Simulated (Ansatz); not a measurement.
`[SiH3]B1CN1` + `[CH3][Sb]([NH2])[OH]` → `[CH3][Sb]([NH2])[SiH3]` + `OB1CN1`  (redistribution)

Computed with Ansatz on PBE0-D4/def2-TZVP structures; ΔE is electronic, products minus reactants. CBS: MP2 limit from def2 TZ/QZ plus the TZ coupled-cluster correction, frozen cores. def2 core potentials past Kr. For Sb outer-core shells are correlated without core-valence functions, which leaves a few kJ/mol of doubt a bond. Each species was taken in one conformer, which may not be the lowest.

| species | MP2/def2-QZVPP energy (Eh) |
| --- | --- |
| `[SiH3]B1CN1` | -410.09720 |
| `[CH3][Sb]([NH2])[OH]` | -411.32307 |
| `[CH3][Sb]([NH2])[SiH3]` | -626.39260 |
| `OB1CN1` | -195.06358 |

Work out ΔE.

ΔE = (-626.39260) + (-195.06358) − (-410.09720) − (-411.32307) = -0.03591 Eh = -0.98 eV. CCSD(T)/CBS gives -0.94 eV.

Largest T1 diagnostic among the species: 0.014.

In def2-TZVPP, CCSD(T) changes the Hartree–Fock value by +0.09 eV (the triples alone add +0.02 eV) and MP2 by +0.06 eV. From PBE to PBE0 (25 % exact exchange), in def2-TZVPP and without D4, ΔE moves by −0.06 eV.
